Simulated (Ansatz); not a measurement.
`C[NH][Ga]([SH])[Cl]` + `O[Si](F)(F)F` → `[OH][Ga]([SH])[Cl]` + `CN[Si](F)(F)F`  (redistribution)

Program: Ansatz. Geometries: PBE0-D4/def2-TZVP. ΔE: electronic, gas phase. CCSD(T)/CBS adds triple-zeta CCSD(T) − MP2 to the extrapolated MP2 energy (def2 sets, frozen cores). For Ga outer-core shells are correlated without core-valence functions, which leaves a few kJ/mol of doubt a bond. Scalar relativity is left out up to krypton. Each species was taken in one conformer, which may not be the lowest.

`C[NH][Ga]([SH])[Cl]`:

```xyz
10

C     0.525   -0.933   -0.976
N    -0.466   -0.725    0.052
Ga   -0.733    0.739    1.066
S     0.425    2.591    0.959
Cl   -2.323    0.646    2.493
H     1.143   -0.039   -1.093
H     1.203   -1.760   -0.737
H     0.072   -1.138   -1.953
H    -1.073   -1.513    0.207
H     1.225    2.132   -0.019
```

`O[Si](F)(F)F`:

Z-matrix (Å, degrees):
```
Si
F 1 1.572
F 1 1.572 2 106.8
O 1 1.604 2 112.4 3 -123.7
F 1 1.565 2 108.8 3 117.2
H 4 0.958 1 120.4 2 60.3
```

`[OH][Ga]([SH])[Cl]`:

```xyz
6

O    -1.073   -1.229    0.866
Ga   -0.081   -0.057   -0.015
S     1.624    0.867    0.968
Cl   -0.600    0.411   -2.037
H    -1.800   -1.578    0.344
H     1.929    1.586   -0.127
```

`CN[Si](F)(F)F`:

Z-matrix (Å, degrees):
```
C
N 1 1.451
H 1 1.091 2 109.8
H 1 1.094 2 112.5 3 -119.9
H 1 1.093 2 111.0 3 118.2
Si 2 1.670 1 125.8 3 16.4
H 2 1.007 1 114.9 3 -174.2
F 6 1.575 2 108.9 1 -170.2
F 6 1.577 2 111.1 1 -49.0
F 6 1.580 2 115.4 1 69.8
```

| species | MP2/def2-QZVPP energy (Eh) |
| --- | --- |
| `C[NH][Ga]([SH])[Cl]` | -2877.04284 |
| `O[Si](F)(F)F` | -664.38990 |
| `[OH][Ga]([SH])[Cl]` | -2857.70315 |
| `CN[Si](F)(F)F` | -683.71993 |

(1) Work out ΔE.

Largest T1 diagnostic among the species: 0.013.

Answers

(1) ΔE = (-2857.70315) + (-683.71993) − (-2877.04284) − (-664.38990) = 0.00966 Eh = +25.4 kJ/mol. CCSD(T)/CBS gives +25.1 kJ/mol.
